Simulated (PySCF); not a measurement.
Dipole response of Lu (lutetium, neutral)

[Xe] 4f14 5d1 6s2, 2D determinant. Calculation: PySCF 2.14, in x2c-TZVPPall with one added diffuse shell each of s, p, d type (12s8p8d2f2g, 108 functions); scalar relativity by spin-free X2C-1e. Coupled (time-dependent) response in atomic units; α is the mean over directions.

```tsv
method	mean α (bohr³)	α xx, yy, zz	C₆ (like pair)	S(−4)
PBE0	144.7	160.1, 160.1, 113.7	1573	86650
```

S(−4) is the Cauchy moment in α(ω) = α(0) + S(−4) ω² + …

Reference α: 137 ± 7 bohr³ (recommended; Schwerdtfeger and Nagle, table of static dipole polarizabilities (2023 update)). Published C₆: 2020 (Gould and Bucko (2016)).

Spin-orbit coupling is absent.

α(iu) at PBE0:

| u (hartree) | α(iu) (bohr³) |
| --- | --- |
| 0 | 144.7 |
| 0.0500 | 100.9 |
| 0.100 | 74.09 |
| 0.200 | 39.48 |
| 0.300 | 23.82 |
| 0.500 | 12.22 |
| 0.750 | 7.459 |
| 1.00 | 5.368 |
| 1.50 | 3.374 |
| 2.00 | 2.379 |
| 3.00 | 1.393 |
| 5.00 | 0.6666 |

A single London oscillator, α(iu) = α/(1 + u²/ω²), gives C₆ = (3/4) ω α². Matching the computed C₆ needs ω = 4 × 1573 / (3 × 144.7²) = 0.100 hartree.

The components differ because the open shell of this determinant is not spherical; for a pure term their mean is the scalar polarisability.

Spin-orbit coupling, absent here, splits the open shell strongly.
